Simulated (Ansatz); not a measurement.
`[OH][Ti]([OH])([OH])[Br]`, charge 0, multiplicity 1.

Question: Give a relaxed structure at PBE0-D4/def2-TZVP (Ansatz). (Estimate.)

Answer: Ansatz gave: 
```xyz
8

O    -0.757   -1.514   -0.289
Ti   -0.123    0.138   -0.118
O    -1.093    0.996    1.110
O     1.587    0.142    0.368
Br   -0.288    1.217   -2.234
H    -0.801   -2.152   -1.003
H    -0.823    1.671    1.736
H     2.297   -0.498    0.429
```
